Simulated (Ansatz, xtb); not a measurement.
## CH6ClNSi3: which of two isomers lies lower

We compare I, `N#C[Si@@H]([SiH3])[SiH2]Cl`, a singlet, with II, `N#C[Si@@H](Cl)[SiH2][SiH3]`, a singlet. Both are isolated molecules in the gas phase, relaxed with B3LYP/def2-SVP; each stands in its lowest conformer found.

Quicker runs give these differences E(II) − E(I): GFN2-xTB +2.44 kcal/mol; HF/STO-3G +2.50 kcal/mol (at GFN2-xTB geometries); r2SCAN-D4/def2-SVP −0.68 kcal/mol (at GFN2-xTB geometries).

Task: Estimate which is lower in electronic energy at CCSD(T)/def2-SVP + ΔMP2/def2-TZVPP, and by roughly how much.

Result: Too close to call at this level: CCSD(T)/def2-SVP + ΔMP2/def2-TZVPP gives E(II) − E(I) = +0.11 kcal/mol.

How the difference moves with the method:

| level | geometry | E(II) − E(I) (kcal/mol) | departure from the last row (kcal/mol) | job, with rough time for the two |
| --- | --- | --- | --- | --- |
| GFN2-xTB | GFN2-xTB | +2.44 | +2.33 | optimisation, 0.32 s |
| HF/STO-3G | GFN2-xTB | +2.50 | +2.40 | single point, 0.64 s |
| r2SCAN-D4/def2-SVP | GFN2-xTB | −0.68 | −0.79 | single point, 4.2 s |
| B3LYP/def2-SVP | B3LYP/def2-SVP | +0.09 | −0.02 | optimisation, 1.8 min |
| HF/def2-SVP | B3LYP/def2-SVP | +0.66 | +0.55 | part of the CCSD(T) run |
| MP2/def2-SVP | B3LYP/def2-SVP | −0.30 | −0.41 | part of the CCSD(T) run |
| CCSD(T)/def2-SVP | B3LYP/def2-SVP | −0.24 | −0.35 | single point |
| CCSD(T)/def2-SVP + ΔMP2/def2-TZVPP | B3LYP/def2-SVP | +0.11 |  | single point, 54 s |

As drawn, both hold the same kinds of bond in the same numbers.

The largest departure from CCSD(T)/def2-SVP + ΔMP2/def2-TZVPP is that of HF/STO-3G, 2.40 kcal/mol. The last row adds to CCSD(T) the change of the MP2 difference between the two basis sets, here +0.35 kcal/mol.

With thermal terms from frequencies at re-optimised GFN2-xTB minima (ideal gas, soft modes damped towards free rotors, one conformer each, 298.15 K, 1 atm): on the last row, ΔE + ΔZPE = +0.10, ΔH = +0.07, ΔG = +0.18 kcal/mol.

The correlated steps freeze 22 core orbitals. Programs: Ansatz 0.2.0, xtb 6.7.1; the last row on 2 threads of Intel(R) Xeon(R) Platinum 8375C CPU @ 2.90GHz (Ice Lake) on a shared host.
